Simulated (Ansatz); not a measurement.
Abridged output of a molecular run in Ansatz:

```
Functional definition: HF
926 factors; integrals over basis functions are off by at most 1.2e-3 eV
mean field evaluation 1: about -28664.3915 eV, gradient 3.3e1 eV
mean field evaluation 2: about -28664.3941 eV, gradient 3.3e1 eV
mean field evaluation 4: about -28667.0820 eV, gradient 3.2e0 eV
mean field evaluation 8: about -28667.1228 eV, gradient 1.5e-4 eV
mean field -28667.12283983 eV, -1053.4973330899 hartree, gradient 2.3e-6 eV, S^2 0.000000; 0 other end points of the search recorded, 0 dependent functions left out
16 core orbitals not correlated: weight in the atoms' cores, before any rotation towards them, 1.000 or more for the frozen orbitals, at most 0.000 for the correlated occupied ones
reference -28667.12283983 eV, -1053.4973330899 hartree; 13, 13 occupied and 69, 69 virtual orbitals, 926 factors
second order -13.91761145 eV of doubles, -0.00000000 eV of singles
cycle   1  -14.89958602 eV  change   -9.8e-1 eV  update   9.4e-2
cycle   2  -15.36365052 eV  change   -4.6e-1 eV  update   2.8e-2
cycle   3  -15.45475121 eV  change   -9.1e-2 eV  update   1.3e-2
cycle   4  -15.45077592 eV  change    4.0e-3 eV  update   2.7e-3
cycle   5  -15.45014203 eV  change    6.3e-4 eV  update   8.6e-4
cycle   6  -15.45003801 eV  change    1.0e-4 eV  update   2.6e-4
cycle   7  -15.44990246 eV  change    1.4e-4 eV  update   8.4e-5
cycle   8  -15.44990345 eV  change   -9.9e-7 eV  update   2.7e-5
perturbative correction -0.36192614 eV, -0.0133005402 hartree
Total energy: -28682.93466942 eV, -1054.0784071097 hartree
```

Its atoms:

Z-matrix (Å, degrees):
```
Si
O 1 1.643
H 1 1.482 2 107.4
H 1 1.485 2 110.2 3 -119.4
H 1 1.485 2 110.5 3 119.7
Si 2 1.631 1 140.8 3 -169.8
S 6 2.132 2 112.7 1 -29.6
H 6 1.481 2 110.5 1 86.5
H 6 1.479 2 107.1 1 -151.5
H 7 1.344 6 94.5 2 -71.4
```

(1) Which basis set was used?
A. def2-SVP
B. cc-pV(T+d)Z
C. def2-TZVPP
D. def2-SVPD

(2) Write the keys of the input that set method, charge and spin (a neutral closed shell needs none for the last two).

## Answers

(1) A. It gives 98 functions.

(2) 
```yaml
correlation: {method: ccsd_t}
```
